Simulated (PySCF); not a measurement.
C2H6ClNSi (SMILES CN(C)[Si]Cl), singlet, at a GFN2-xTB geometry. Base run: PBE0/6-31G (PySCF).

Here is a job for PySCF.
```python
from pyscf import gto, scf, dft, solvent

mol = gto.Mole()
mol.atom = '''
    Si   -0.10632292    0.41757472    0.99625326
    Cl    0.66312284    1.84483608   -0.31853729
    N    -0.30074199   -0.95430960   -0.01139315
    C    -0.82399739   -2.17336699    0.55352251
    C    -0.00847250   -1.09680105   -1.41790795
    H    -1.74895564   -2.46685637    0.04626094
    H    -0.10340803   -2.99015093    0.44121473
    H    -1.03221133   -2.03015682    1.61077796
    H     0.73207013   -1.88838667   -1.57499530
    H    -0.91553547   -1.36443765   -1.97044304
    H     0.38348623   -0.16709564   -1.81916240
'''
mol.basis = '6-31g'
mol.verbose = 4
mol.build()

mf = dft.RKS(mol)
mf.xc = 'pbe0'
mf.kernel()
```

Variants of this job, named by their change:

```csv
change,ΔE vs base (kJ/mol),dipole (D),HOMO-LUMO gap (eV)
base,0.00,3.99,5.38
model = IEF-PCM; solvent = tetrahydrofuran; r_probe = 0.5,-7.45,4.64,5.43
model = IEF-PCM; solvent = tetrahydrofuran; lebedev_order = 41,-14.19,4.99,5.48
model = IEF-PCM; solvent = tetrahydrofuran; vdw_scale = 1.0,-24.69,5.23,5.56
model = IEF-PCM; solvent = water,-17.37,5.23,5.51
model = IEF-PCM; solvent = 2-propanol,-16.29,5.15,5.50
model = IEF-PCM; solvent = tetrahydrofuran,-14.18,4.99,5.48
model = IEF-PCM; solvent = tetrahydrofuran; vdw_scale = 1.4,-9.20,4.76,5.44
model = IEF-PCM; solvent = tetrahydrofuran; vdw_scale = 1.1,-18.31,5.12,5.52
model = SS(V)PE; solvent = tetrahydrofuran,-13.95,4.97,5.48
model = ddCOSMO; solvent = tetrahydrofuran,-12.69,4.87,5.51
model = COSMO; solvent = tetrahydrofuran,-13.78,4.96,5.48
```

The base is the gas phase, so ΔE is the electrostatic part of solvation at a fixed geometry, without cavity and dispersion terms.
